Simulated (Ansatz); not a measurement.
`[NH2][GeH]([F])[Cl]` → `[NH2][Ge]([F])[Cl]`• + H•  (homolysis of the Ge–H bond)

Gas-phase electronic energies from Ansatz, PBE0-D4/def2-TZVP geometries. CBS: MP2 limit from def2 TZ/QZ plus the TZ coupled-cluster correction, frozen cores. This one scheme is used for every species, atoms too. DFT in def2-TZVPP. B3LYP here is the variant with VWN-RPA as its local correlation; programs differ in this. HSE06 is defined as in plane-wave codes. No spin–orbit coupling; open shells (•) take unrestricted orbitals. Bonds to Ge are less sure, by a few kJ/mol each and by 10 to 20 or more in all where they break to atoms, as the def2 sets lack core-valence functions. Scalar relativity is left out up to krypton. Each species was taken in one conformer, which may not be the lowest.

(1) What is ΔE at CCSD(T)/CBS? (Estimate.)

(2) What do these levels give: PBE-D4, PBE0-D4, PBE, B3LYP, HSE06, HF/def2-QZVPP? (An estimate is asked.)

Largest T1 diagnostic among the species: 0.014.

## Answers

(1) The calculation gave: +3.90 eV.

(2) The calculation gave: PBE-D4 3.43, PBE0-D4 3.59, PBE 3.41, B3LYP 3.58, HSE06 3.57, HF/def2-QZVPP 3.07 eV.

From BLYP to BHLYP (50 % exact exchange), in def2-TZVPP and without D4, ΔE moves by +0.35 eV. At CCSD(T), def2-SVP lies −0.13 eV from the extrapolated value and def2-TZVPP −0.07 eV: correlation converges slowly with the basis, and small sets miss more of it in the bonded molecule than in its fragments.
